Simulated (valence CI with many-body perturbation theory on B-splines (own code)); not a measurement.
Ladder of approximations for Ni13+

Calculated by configuration interaction combined with many-body perturbation theory (CI+MBPT): five valence electrons over a frozen Dirac-Fock core [Ne], radial functions for each j: 9 s, 9 p, 8 d, 6 f, 3 g, 1 h, with the one-electron correlation potential Σ1 (screened to all orders), the two-electron term Σ2, the three-electron term Σ3, Breit, model QED; selected single and double excitations, second order for the rest (own B-spline code, finite nucleus).

No measured levels were compared; by estimate levels of excited configurations hold to 0.05 to 0.15 % of their energy, terms of the ground configuration to about 0.5 %. Among the levels kept, up to 460 cm⁻¹ of a level comes from second order outside the variational space, and about a tenth of that is noise between levels of different J, which matters for small intervals.

Each rung adds one term. CI alone is the Dirac-Coulomb CI over the frozen core; QED comes last and gives the full result, which names the levels. Energies are above 3s2 3p3 4S°_3/2 on the same rung, in cm⁻¹.

Names give the largest LS component (configuration and term), which can be under half, so a name can repeat, a term be missing and a line seem to break the LS rules; names also repeat where a configuration has a term twice. Letters in brackets count levels of one name in rising energy.

```csv
Level,CI alone
3s2 3p3 2D°_3/2,46495
3s2 3p3 2D°_5/2,54562
3s2 3p3 2P°_1/2,86436
3s2 3p3 2P°_3/2,98162
3s 3p4 4P_5/2,317002
3s 3p4 4P_3/2,331575
3s 3p4 4P_1/2,337569
3s 3p4 2D_3/2,393739
3s 3p4 2D_5/2,397542
3s2 3p2 3d 2P_3/2 [a],450788
3s 3p4 2S_1/2 [a],456098
3s 3p4 2S_1/2 [b],479454
3s2 3p2 3d 4F_3/2,488049
3s2 3p2 3d 4F_5/2,494055
3s2 3p2 3d 4F_7/2,502921
3s2 3p2 3d 2F_5/2 [a],508072
```

(1) What do these energies become with core correlation, Breit and QED?

(2) How does the ionisation energy move along the ladder, and which term matters most?

Answers

(1) 3s2 3p3 2D°_3/2 46026 (-470); 3s2 3p3 2D°_5/2 53834 (-728); 3s2 3p3 2P°_1/2 85484 (-951); 3s2 3p3 2P°_3/2 97000 (-1161); 3s 3p4 4P_5/2 316336 (-666); 3s 3p4 4P_3/2 330826 (-749); 3s 3p4 4P_1/2 336737 (-833); 3s 3p4 2D_3/2 392114 (-1625); 3s 3p4 2D_5/2 395751 (-1791); 3s2 3p2 3d 2P_3/2 [a] 447943 (-2845); 3s 3p4 2S_1/2 [a] 453162 (-2936); 3s 3p4 2S_1/2 [b] 476327 (-3126); 3s2 3p2 3d 4F_3/2 485380 (-2669); 3s2 3p2 3d 4F_5/2 491208 (-2847); 3s2 3p2 3d 4F_7/2 499831 (-3090); 3s2 3p2 3d 2F_5/2 [a] 504993 (-3079).

(2) CI alone 424.69, + Σ1 425.31, + Σ2 425.19, + Σ3 424.97, + Breit 424.89, + QED 424.89 eV. The largest step is Σ1, 0.62 eV. NIST lists 429.3 ± 0.8 eV (semi-empirical), further off than its uncertainty and the later steps.
